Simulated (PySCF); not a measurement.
CH3ClF2SSi, SMILES CS[Si](F)(F)Cl. Atoms are numbered in the order given.

```xyz
9

C     -2.3453    -0.1199    -0.4708
S     -1.1186     1.2354    -0.4224
Si     0.5760     0.0522    -0.1430
F      0.8314    -0.9365    -1.3868
F      1.8551     1.0104    -0.0053
Cl     0.4439    -1.1366     1.5038
H     -3.3248     0.3537    -0.6171
H     -2.1453    -0.7999    -1.3099
H     -2.3482    -0.6745     0.4773
```

Geometry: ωB97X-D3(BJ)/def2-SVP. The structure was generated by enumeration, and PubChem lists no compound with its InChIKey, so it may never have been made. One conformer was computed; it need not be the lowest.

Method: r2SCAN/def2-TZVP run with PySCF.

ESP charges are fitted to the potential on shells at 1.4 to 2.0 van der Waals radii. Atomic charges (e):

```json
[
 {"atom": "C1", "ESP fit": "-0.54", "Mulliken": "-0.30"},
 {"atom": "S2", "ESP fit": "-0.06", "Mulliken": "-0.18"},
 {"atom": "Si3", "ESP fit": "0.34", "Mulliken": "0.84"},
 {"atom": "F4", "ESP fit": "-0.15", "Mulliken": "-0.29"},
 {"atom": "F5", "ESP fit": "-0.14", "Mulliken": "-0.29"},
 {"atom": "Cl6", "ESP fit": "-0.07", "Mulliken": "-0.21"},
 {"atom": "H7", "ESP fit": "0.24", "Mulliken": "0.14"},
 {"atom": "H8", "ESP fit": "0.20", "Mulliken": "0.15"},
 {"atom": "H9", "ESP fit": "0.18", "Mulliken": "0.14"}
]
```

Task: Give the Mayer and Wiberg (Löwdin basis) orders of the bonds. (An estimate is asked for; the answer gives what the named calculation found.)

Result: 
```
bond     Mayer  Wiberg
-------  -----  ------
C1–S2     0.98    1.43
S2–Si3    1.26    1.61
Si3–F4    1.12    1.72
Si3–F5    1.13    1.73
Si3–Cl6   1.19    1.86
C1–H7     0.95    0.93
C1–H8     0.96    0.94
C1–H9     0.95    0.93
```
